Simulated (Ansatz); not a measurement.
Ansatz results at the PBE0-D4/def2-TZVP geometry: LUMO energy (ωB97M-V/def2-TZVPP) 1.40 eV; size of the dipole moment (ωB97M-V/def2-TZVPP) 2.20 D; LUMO energy (B3LYP/def2-TZVPP) -0.63 eV.

Each molecule was computed in one conformer, which needn't be the lowest.

(1) Which molecule gave them?
A. `C[N]=[Ta]([F])([F])[F]`
B. `C[N](C)[Ta]([CH3])([F])=[N]C(C)(C)C`
C. `[OH][Ta]([OH])([OH])([Cl])[Cl]`
D. `[CH3][Ta]([OH])([OH])=[S]`

Answers

(1) B. The others give `C[N]=[Ta]([F])([F])[F]`: 0.77, 1.05, -1.12; `[OH][Ta]([OH])([OH])([Cl])[Cl]`: 0.03, 2.69, -2.30; `[CH3][Ta]([OH])([OH])=[S]`: 0.93, 2.03, -1.37.

B3LYP here is the variant with VWN-RPA as its local correlation; programs differ in this.
